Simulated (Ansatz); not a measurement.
Molecule: CH$_{7}$NSi, charge 0, multiplicity 1. 
Geometry from a B3LYP-D3(BJ)/def2-TZVP (Ansatz, a program for electronic structure) optimisation:
```
N
H 1 1.0081
C 1 1.4559 2 113.51
H 3 1.0921 1 109.42 2 169.54
H 3 1.0923 4 107.16 1 120.13
H 3 1.0971 4 107.53 5 116.04
Si 1 1.7195 2 117.75 3 -155.24
H 7 1.4811 1 107.37 2 -32.05
H 7 1.4832 8 110.95 1 118.64
H 7 1.4910 8 108.09 9 116.54
```
Charge 0, spin multiplicity 1.

Quantity: atomisation energy (electronic, to ground-state atoms); the coupled-cluster value holds the core correlation from cc-pwCVTZ, in eV. Correlated levels leave the core frozen unless marked. UHF or UKS for open shells. No spin-orbit coupling. No relativistic terms. Basis-set limits of correlation are two-point, X^-3; Hartree-Fock from the larger set.

Level to compare with: CCSD(T)/CBS(aug-cc-pV(T+d)Z,aug-cc-pV(Q+d)Z) plus the core term (Ansatz), 34.89 eV. It is a level with limits of its own, and the differences hold the functionals' basis error too.

Problem. Rank these functionals by how close they come to CCSD(T)/CBS(aug-cc-pV(T+d)Z,aug-cc-pV(Q+d)Z), closest first: wB97X-V/def2-TZVPD (Ansatz); SVWN5/def2-TZVPD (Ansatz); BLYP/def2-TZVPD (Ansatz); PBE0/def2-TZVPD (Ansatz).

Solution. wB97X-V/def2-TZVPD (range-separated hybrid with VV10, 34.98 eV, difference 0.09), PBE0/def2-TZVPD (global hybrid, 34.45 eV, difference -0.44), BLYP/def2-TZVPD (GGA, 34.36 eV, difference -0.53), SVWN5/def2-TZVPD (LDA, 38.99 eV, difference 4.10)
